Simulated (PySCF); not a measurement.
A thermochemical cycle for AlSn

PBE0 in PySCF with x2c-SVPall on every atom, spin-free X2C, for the lowest determinant that a PBE0 search found; no spin–orbit coupling. AlSn, a quartet (σ ↑, π ↑↑), has De = 2.26 eV to neutral atoms, and AlSn⁺, a triplet (σ ↑, π ↑), has De = 1.28 eV to Al⁺ + Sn.

The adiabatic ionisation energy of AlSn, between the minima, is 7.06 eV.

Question: Which ionisation energy of the Al atom does this level give?

Answer: IE(Al) = IE(molecule) + De(ion) − De(neutral) = 7.06 + 1.28 − 2.26 = 6.08 eV; the measured value is 5.986 eV (NIST ASD).

These are scalar-relativistic numbers at best; spin–orbit coupling would shift them, the dissociation energy most. For an ion De counts to the pair picked by the measured ionisation energies or electron affinities, which need not be the lowest pair at this level. States were picked by a PBE0 search and need not be the measured ground states.
